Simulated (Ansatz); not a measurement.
Z-matrix (Å, degrees):
```
Hf
O 1 1.922
O 1 1.922 2 116.4
N 1 2.036 2 107.3 3 -120.1
F 1 1.927 2 108.0 3 121.7
H 2 0.951 1 166.7 3 -37.3
H 3 0.951 1 166.6 2 37.6
H 4 1.010 1 125.6 2 152.6
H 4 1.010 1 125.6 2 -27.1
```

The species carries charge 0 and has multiplicity 1. Hf takes the def2 core potential.

Problem. List the ωB97M-V/def2-TZVPP orbital energies in eV (the Gaussian-basis code of Ansatz). (An estimate is asked.)

Solution. Ansatz gave: Occupied: -676.01, -525.80, -525.79, -393.51, -70.78, -39.57, -39.49, -39.11, -33.26, -29.74, -29.43, -25.26, -16.90, -16.30, -15.51, -14.13, -13.66, -13.61, -12.93, -12.16, -12.10, -11.83, -11.75, -9.61. Lowest empty: 1.02, 2.74, 2.86, 2.93, 3.12, 3.29, 3.35, 3.65.
